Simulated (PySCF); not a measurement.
but-1-yne (C₄H₆), SMILES C#CCC. Atoms are numbered in the order given.

```xyz
10

C     -0.2629    -1.9673     0.0000
C      0.1616    -0.8327     0.0000
C      0.6455     0.5478     0.0000
C     -0.4844     1.5885     0.0000
H     -0.6329    -2.9748     0.0000
H      1.2941     0.6993     0.8810
H      1.2941     0.6993    -0.8810
H     -0.0693     2.6082     0.0000
H     -1.1227     1.4752    -0.8894
H     -1.1227     1.4752     0.8894
```

Geometry optimised at B3LYP-D3(BJ)/def2-SVP.

Two levels are set side by side: PBE/pcSseg-1 (PySCF) and KT2/pcSseg-1 (PySCF). GIAO shifts against TMS (¹H), TMS (¹³C) at the same level; non-relativistic, no solvent, atoms listed together averaged. Differences are taken from unrounded values.

| quantity | KT2 | PBE | PBE minus KT2 |
|---|---|---|---|
| δ(¹³C) of C1 (ppm) | 66.8 | 72.2 | 5.3 |
| δ(¹³C) of C2 (ppm) | 82.2 | 89.1 | 6.9 |
| δ(¹³C) of C3 (ppm) | 19.1 | 18.9 | -0.2 |
| δ(¹³C) of C4 (ppm) | 18.9 | 18.6 | -0.3 |
| δ(¹H) of H5 (ppm) | 2.13 | 1.87 | -0.27 |
| δ(¹H) of H6, H7 (ppm) | 2.64 | 2.57 | -0.07 |

Rough cost on one machine, each run with all the roots and properties that it gave: KT2 against PBE within a factor of 2.
